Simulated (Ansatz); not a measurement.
Mulliken charges of `FC#[C][GeH3]` from r2SCAN/def2-TZVPP in Ansatz (PBE0-D4/def2-TZVP geometry).

```json
{"atom": "F1", "x (Å)": "1.476", "y (Å)": "-2.445", "z (Å)": "1.545", "charge (e)": "-0.133"}
{"atom": "C2", "x (Å)": "0.902", "y (Å)": "-1.491", "z (Å)": "0.937", "charge (e)": "0.193"}
{"atom": "C3", "x (Å)": "0.357", "y (Å)": "-0.587", "z (Å)": "0.361", "charge (e)": "-0.254"}
{"atom": "Ge4", "x (Å)": "-0.501", "y (Å)": "0.836", "z (Å)": "-0.546", "charge (e)": "0.199"}
{"atom": "H5", "x (Å)": "-1.543", "y (Å)": "0.251", "z (Å)": "-1.506", "charge (e)": "-0.002"}
{"atom": "H6", "x (Å)": "-1.183", "y (Å)": "1.739", "z (Å)": "0.489", "charge (e)": "-0.002"}
{"atom": "H7", "x (Å)": "0.553", "y (Å)": "1.629", "z (Å)": "-1.327", "charge (e)": "-0.002"}
```

Task: By hand: the dipole of these point charges (1 e Å = 4.8032 D).

Result: Σ q r = (-0.208, 0.346, -0.220) e Å, of length 0.460 e Å = 2.21 D.

Task: How does the dipole of the full density compare? (An estimate is asked.)

Result: The calculation gave: (-0.035, 0.058, -0.037) e Å, 0.37 D; the point charges give 5.97 times that, at 0° from its direction.

Point charges leave out the atoms' own dipoles, such as those of lone pairs, and Mulliken's split depends on the basis, so the two needn't agree.
